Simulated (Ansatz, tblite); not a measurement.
Cost and result up the ladder for GaF3 (4 atoms). Charge 0, multiplicity 1. Geometry: PBE-D4/def2-TZVP.

Cartesian coordinates in Å:
```
Ga 0.000 0.000 0.000
F 1.501 -0.806 -0.381
F -1.339 -0.073 -1.119
F -0.163 0.878 1.500
```

Ansatz on 4 threads of Arm Neoverse V1 on a shared host; xTB runs through tblite on one thread. Times are rough, summed over both states, and most runs start from the orbitals of an earlier one. CCSD(T)/def2-TZVPP serves as the yardstick here, not as an exact answer. Differences are given only for rows in sets of like size (and for xTB, whose basis is part of the method), since another set adds its own error. The other state is a quintet at its own geometry.

The 6-31G sets use Cartesian d functions. The xTB rows come from tblite. B3LYP takes the VWN-RPA correlation. Correlated methods freeze 12 core orbitals; core or outer-core shells of Ga are correlated, in sets that lack core-valence functions. HOMO above LUMO, or a gap near zero within one spin, warns that the state may not be the lowest or that an electron is smeared out. The structure comes from a short search, and lower isomers may exist.

Correlated methods converge slowly with the basis.

xTB has no spin-polarisation term.

```tsv
level	functions	wall time	quintet − singlet (eV)	difference from CCSD(T)/def2-TZVPP (eV)	remarks
GFN1-xTB	21	0.005 s	15.03	1.32	–
GFN2-xTB	21	0.005 s	13.03	-0.68	–
HF/6-31G	56	0.85 s	9.85	–	–
B3LYP-D4/6-31G	56	2.5 s	11.54	–	–
HF/def2-TZVP	141	3.2 s	10.69	-3.02	–
PBE-D4/def2-TZVP	141	3.6 s	11.89	-1.82	gap within one spin near zero (quintet)
BLYP-D4/def2-TZVP	141	3.6 s	11.77	-1.94	gap within one spin near zero (quintet)
MP2/def2-TZVP	141	3.8 s	14.38	0.67	–
RPA@PBE/def2-TZVP	141	4 s	10.73	-2.98	–
B3LYP-D4/def2-TZVP	141	5.2 s	12.53	-1.18	–
PBE0-D4/def2-TZVP (with forces)	141	6 s	12.70	-1.01	–
PBE-QIDH/def2-TZVP	141	6.3 s	13.60	-0.11	–
r2SCAN-D4/def2-TZVP	141	9 s	12.21	-1.50	gap within one spin near zero (quintet)
CCSD(T)/def2-TZVPP	141	99 s	13.71	0.00	–
```
